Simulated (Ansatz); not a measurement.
Relaxation of F$_{3}$GeH (5 atoms, charge 0, multiplicity 1), to a largest force component of 0.03 eV/Å in at most 50 steps.

Theory: Ansatz, RKS B3LYP-D4/def2-SVP.

```xyz
5
Properties=species:S:1:pos:R:3
Ge 0.246 0.000 0.056
F 0.562 0.000 1.718
H 1.757 0.000 -0.105
F -0.686 1.364 -0.412
F -0.686 -1.364 -0.412
```

**Question.** Where does it end, and by what steps?

**Answer.** The forces met the threshold. After 4 steps the energy has fallen by 0.479 eV; H3 moved furthest, 0.32 Å.

| step | energy less start (eV) | largest force component (eV/Å) | accepted |
| --- | --- | --- | --- |
| 0 | 0.0000 | 1.853 | yes |
| 1 | -0.4018 | 0.586 | yes |
| 2 | -0.4651 | 0.340 | yes |
| 3 | -0.4785 | 0.131 | yes |
| 4 | -0.4789 | 0.019 | yes |

```xyz
5
Properties=species:S:1:pos:R:3
Ge 0.321 0.000 0.136
F 0.297 0.000 1.856
H 1.734 0.000 -0.422
F -0.579 1.378 -0.363
F -0.579 -1.378 -0.363
```

The run took 14 s on 1 thread of Arm Neoverse V2, on a shared host, peak memory 0.16 GiB.
